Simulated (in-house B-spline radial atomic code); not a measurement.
Configurations of Ga3+, with energies counted from [Ar] 3d10. Level of theory: non-relativistic wB97X, spin-polarised, spherical fractional occupations, exact exchange averaged over the configuration, point nucleus; calculated with an all-electron radial atomic-structure program (B-spline basis). Shells without spins written out take the highest spin.

Occupations are held fixed; configurations that lie above the ionisation limit could autoionise.

```
        configuration  E - E(ref) (eV)  highest orbital  its <r> (bohr)
         [Ar] 3d9 4p1           29.038            4p up            2.19
[Ne] 3s2 3p5 3d10 4d1           122.63            4d up            3.05
[Ne] 3s2 3p5 3d10 4f1           130.51            4f up           4.486
```

Q: Order these further configurations by energy, lowest first.
A. [Ne] 3s2 3p5 3d10 4s1
B. [Ar] 3d9 4s1
C. [Ne] 3s2 3p5 3d10 4p1
D. [Ar] 3d9 4d1

A: B (19.538 eV), D (41.892 eV), A (100.16 eV), C (109.7 eV).
